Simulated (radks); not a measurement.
Results of a calculation; reference values are marked as such.
The zinc ion Zn+, 29 electrons, occupied as [Ar] 3d9 4s2 (not the ground configuration).

Code: a radial shooting solver on a logarithmic mesh with Libxc functionals. Model: Dirac Kohn-Sham, PBE, spin-unpolarised, spherical densities, finite nucleus; open shells are shared between the two j in proportion to 2j + 1; Fermi nuclear charge, rms radius 3.9283 fm.

Energy parts (eV):
| part | energy |
|---|---|
| total | -48855.798 |
| kinetic | 49765.098 |
| electron-nucleus | -117397.117 |
| Hartree | 20708.200 |
| exchange-correlation | -1931.979 |

Orbitals (lengths in bohr, moments of r in powers of bohr; <r^-3> diverges for s and p1/2; r(max) is where P^2 peaks):
orbital,occ.,eigenvalue (eV),<r^-3>,r(max),<r^2>,<r^4>,small-component weight
1s1/2,2,-9540.447,-,0.03291,0.003405,0.00002983,1.17e-02
2s1/2,2,-1175.923,-,0.1893,0.06030,0.006324,2.24e-03
2p1/2,2,-1037.632,-,0.1502,0.04717,0.004512,2.22e-03
2p3/2,4,-1013.767,769.2,0.1530,0.04870,0.004780,2.18e-03
3s1/2,2,-146.3233,-,0.5872,0.5301,0.4560,5.03e-04
3p1/2,2,-102.4318,-,0.5853,0.5781,0.5868,4.56e-04
3p3/2,4,-99.3207,101.0,0.5934,0.5954,0.6228,4.45e-04
3d3/2,3.6,-26.5436,10.41,0.5579,0.9185,2.206,3.17e-04
3d5/2,5.4,-26.1564,10.14,0.5607,0.9318,2.275,3.14e-04
4s1/2,2,-15.8909,-,1.907,5.951,57.84,5.46e-05
4p1/2,0,-9.0805,-,2.348,9.697,160.6,3.37e-05
4p3/2,0,-8.9259,5.066,2.381,9.945,168.6,3.30e-05

The highest occupied level is 4s1/2 at -15.891 eV. Summed over all electrons, <r^2> = 25.25 bohr^2, which gives a Langevin (diamagnetic) susceptibility term of -20 x 10^-6 cm^3/mol. The electron density at the nucleus is 2.51e+04 e/bohr^3.
